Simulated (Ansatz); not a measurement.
Steps of a relaxation of H₄Se₂Sn, SMILES `[SeH][SnH2][SeH]` with RKS PBE-D4/def2-SVP.

```sh
$ ansatz run in.yaml --threads 4 --pin off --events-out ev --progress --plain --max-ram 10444MiB
```

```yaml
crystal:
  periodic: [false, false, false]
  atoms:
    - {symbol: Se, position_ang: [-1.566400, -0.944100, -1.094200]}
    - {symbol: Sn, position_ang: [0.013800, 0.378000, 0.378200]}
    - {symbol: Se, position_ang: [1.905000, -1.157200, 1.036400]}
    - {symbol: H, position_ang: [-2.427700, 0.359800, -1.234100]}
    - {symbol: H, position_ang: [0.653900, 1.746500, -0.520500]}
    - {symbol: H, position_ang: [-0.814300, 0.956200, 1.813100]}
    - {symbol: H, position_ang: [2.297000, -1.407300, -0.424700]}
basis:
  gaussian: {orbitals: def2-SVP}
hamiltonian: {xc: pbe, dispersion: d4}
relax: {f_tol: 0.03, max_steps: 200}
```

Positions (Å) and forces (eV/Å) along the path, 18 of 23 steps:

```xyz
7
step=1 energy=-136561.0780 eV
Se   -1.566   -0.944   -1.094   -0.996    0.959   -0.306
Sn    0.014    0.378    0.378   -0.027    0.809    0.094
Se    1.905   -1.157    1.036    0.524   -0.450   -0.577
H    -2.428    0.360   -1.234    0.674   -1.151    0.040
H     0.654    1.746   -0.520   -0.122   -0.203    0.122
H    -0.814    0.956    1.813    0.205   -0.165   -0.171
H     2.297   -1.407   -0.425   -0.258    0.201    0.798
7
step=2 energy=-136561.1483 eV
Se   -1.675   -0.882   -1.147    0.203    0.099    0.183
Sn    0.052    0.413    0.336   -0.156   -0.418    0.185
Se    1.951   -1.182    1.116   -0.333    0.241   -0.513
H    -2.542    0.320   -1.327    0.136   -0.019    0.044
H     0.631    1.771   -0.548    0.108    0.090   -0.078
H    -0.649    0.858    1.849   -0.083    0.090    0.015
H     2.293   -1.365   -0.326    0.125   -0.082    0.165
7
step=3 energy=-136561.1947 eV
Se   -1.611   -0.913   -1.116   -0.004    0.109    0.079
Sn    0.019    0.426    0.371    0.030   -0.120   -0.008
Se    1.906   -1.182    1.044   -0.049    0.022   -0.077
H    -2.454    0.304   -1.293    0.024   -0.063   -0.037
H     0.637    1.771   -0.526    0.004    0.026   -0.009
H    -0.721    0.924    1.854    0.005   -0.005   -0.005
H     2.285   -1.398   -0.380   -0.010    0.030    0.057
7
step=4 energy=-136561.1967 eV
Se   -1.736   -0.921   -0.964   -0.261    0.194   -0.213
Sn   -0.006    0.390    0.393    0.004    0.149    0.124
Se    1.847   -1.242    1.019    0.133   -0.091   -0.104
H    -2.402    0.326   -1.485    0.199   -0.274    0.145
H     0.642    1.693   -0.539   -0.029    0.034   -0.036
H    -0.641    0.921    1.914   -0.018    0.011   -0.028
H     2.358   -1.236   -0.383   -0.029   -0.023    0.111
7
step=5 energy=-136561.1991 eV
Se   -1.715   -0.922   -0.961    0.027   -0.037    0.059
Sn    0.010    0.398    0.435   -0.122   -0.063   -0.121
Se    1.877   -1.272    1.003   -0.041    0.100    0.021
H    -2.323    0.326   -1.491    0.014    0.038   -0.006
H     0.547    1.719   -0.544    0.090    0.019    0.009
H    -0.668    0.966    1.921    0.048   -0.055    0.045
H     2.334   -1.284   -0.410   -0.015   -0.003   -0.007
7
step=6 energy=-136561.2072 eV
Se   -1.801   -0.923   -0.858   -0.028    0.034   -0.060
Sn   -0.027    0.412    0.433    0.070    0.020    0.074
Se    1.885   -1.194    0.988    0.054   -0.038    0.016
H    -2.198    0.282   -1.636    0.000   -0.012    0.000
H     0.555    1.744   -0.509   -0.073   -0.015   -0.035
H    -0.611    0.912    1.981   -0.020    0.021    0.008
H     2.258   -1.301   -0.446   -0.003   -0.010   -0.003
7
step=7 energy=-136561.2098 eV
Se   -1.801   -0.921   -0.858   -0.027    0.058   -0.056
Sn   -0.026    0.410    0.439    0.050   -0.001    0.063
Se    1.894   -1.190    0.989    0.040   -0.018    0.000
H    -2.178    0.291   -1.637    0.002   -0.038    0.007
H     0.529    1.741   -0.518   -0.048   -0.006   -0.025
H    -0.609    0.912    1.987   -0.015    0.017    0.005
H     2.251   -1.310   -0.448   -0.003   -0.011    0.005
7
step=9 energy=-136561.2128 eV rejected
Se   -1.855   -0.868   -0.794   -0.068    0.077   -0.120
Sn   -0.029    0.413    0.492   -0.006    0.056   -0.059
Se    1.954   -1.142    0.969    0.000   -0.017   -0.082
H    -2.038    0.243   -1.781    0.083   -0.122    0.166
H     0.429    1.755   -0.502    0.005    0.003    0.021
H    -0.574    0.902    2.058    0.002   -0.012   -0.005
H     2.174   -1.372   -0.487   -0.016    0.014    0.080
7
step=10 energy=-136561.2158 eV
Se   -1.847   -0.885   -0.801   -0.005    0.003    0.002
Sn   -0.032    0.415    0.479    0.001    0.000    0.001
Se    1.943   -1.145    0.966    0.009   -0.002    0.005
H    -2.024    0.254   -1.739    0.002   -0.001   -0.012
H     0.435    1.758   -0.508   -0.008    0.002    0.001
H    -0.586    0.902    2.042    0.002    0.002    0.007
H     2.171   -1.367   -0.485   -0.001   -0.003   -0.003
7
step=11 energy=-136561.2156 eV rejected
Se   -1.870   -0.872   -0.771    0.002    0.189   -0.142
Sn   -0.037    0.420    0.494   -0.006   -0.007    0.001
Se    1.961   -1.124    0.951    0.004   -0.007   -0.081
H    -1.939    0.231   -1.782   -0.002   -0.180    0.132
H     0.395    1.771   -0.500    0.002   -0.007    0.013
H    -0.575    0.896    2.066    0.003    0.002    0.003
H     2.126   -1.392   -0.505   -0.003    0.010    0.074
7
step=13 energy=-136561.2169 eV
Se   -1.868   -0.868   -0.773   -0.005    0.093   -0.068
Sn   -0.036    0.422    0.494   -0.003   -0.002    0.001
Se    1.959   -1.125    0.951   -0.001   -0.001   -0.044
H    -1.949    0.223   -1.787    0.008   -0.090    0.069
H     0.400    1.775   -0.494    0.002   -0.003    0.005
H    -0.571    0.897    2.067   -0.001   -0.002    0.000
H     2.127   -1.392   -0.503    0.000    0.004    0.037
7
step=15 energy=-136561.2177 eV
Se   -1.899   -0.839   -0.739   -0.009    0.106   -0.117
Sn   -0.039    0.432    0.505   -0.005    0.011    0.025
Se    1.967   -1.111    0.934   -0.008   -0.005   -0.066
H    -1.883    0.167   -1.843    0.014   -0.109    0.126
H     0.386    1.796   -0.471    0.001   -0.003   -0.005
H    -0.558    0.887    2.090   -0.006    0.000   -0.008
H     2.087   -1.400   -0.521    0.013    0.001    0.045
7
step=16 energy=-136561.2178 eV
Se   -1.920   -0.829   -0.719    0.020    0.165   -0.154
Sn   -0.047    0.438    0.509    0.003   -0.025    0.017
Se    1.962   -1.107    0.917    0.021   -0.015   -0.023
H    -1.835    0.150   -1.847   -0.026   -0.146    0.132
H     0.377    1.803   -0.466   -0.010   -0.002   -0.007
H    -0.565    0.888    2.095    0.011   -0.002   -0.005
H     2.089   -1.411   -0.534   -0.019    0.025    0.039
7
step=18 energy=-136561.2210 eV
Se   -2.010   -0.736   -0.663    0.048    0.115   -0.167
Sn   -0.057    0.442    0.531   -0.010   -0.001   -0.010
Se    1.950   -1.122    0.891   -0.016    0.010    0.016
H    -1.718    0.023   -1.920   -0.036   -0.114    0.182
H     0.373    1.805   -0.444    0.008   -0.001    0.006
H    -0.544    0.876    2.129   -0.008    0.002    0.004
H     2.067   -1.357   -0.570    0.016   -0.009   -0.032
7
step=19 energy=-136561.2221 eV
Se   -2.007   -0.738   -0.666    0.004    0.035   -0.044
Sn   -0.059    0.443    0.530    0.001    0.003   -0.020
Se    1.946   -1.122    0.889    0.007   -0.007    0.020
H    -1.727    0.027   -1.912   -0.005   -0.036    0.051
H     0.377    1.805   -0.444    0.000    0.001    0.003
H    -0.550    0.879    2.126    0.000   -0.004    0.001
H     2.082   -1.362   -0.570   -0.006    0.009   -0.012
7
step=20 energy=-136561.2239 eV
Se   -2.062   -0.684   -0.635   -0.002    0.017   -0.004
Sn   -0.065    0.444    0.531    0.000   -0.001    0.004
Se    1.913   -1.161    0.878    0.001    0.007   -0.002
H    -1.693   -0.049   -1.926    0.004   -0.008    0.000
H     0.409    1.799   -0.435   -0.009   -0.012    0.005
H    -0.551    0.876    2.130    0.003   -0.001   -0.002
H     2.110   -1.293   -0.589    0.003   -0.002   -0.001
7
step=22 energy=-136561.2242 eV
Se   -2.075   -0.665   -0.631   -0.007    0.015   -0.033
Sn   -0.068    0.444    0.536    0.005    0.002   -0.022
Se    1.912   -1.159    0.873    0.009   -0.010    0.002
H    -1.682   -0.067   -1.935    0.002   -0.019    0.043
H     0.406    1.796   -0.431    0.000    0.007    0.002
H    -0.550    0.876    2.136    0.002   -0.006   -0.001
H     2.118   -1.293   -0.593   -0.012    0.011    0.009
7
step=23 energy=-136561.2254 eV
Se   -2.098   -0.623   -0.617    0.001    0.012   -0.008
Sn   -0.071    0.456    0.542   -0.002   -0.009    0.000
Se    1.898   -1.166    0.852   -0.001   -0.001   -0.004
H    -1.622   -0.147   -1.943   -0.001   -0.008    0.013
H     0.416    1.815   -0.408    0.001    0.006   -0.005
H    -0.550    0.872    2.146   -0.002   -0.001    0.002
H     2.088   -1.275   -0.618    0.005    0.002    0.003
```

It took 21 s on 4 threads of an Arm Neoverse V2 on a shared host, with 0.18 GiB of host memory at the peak.
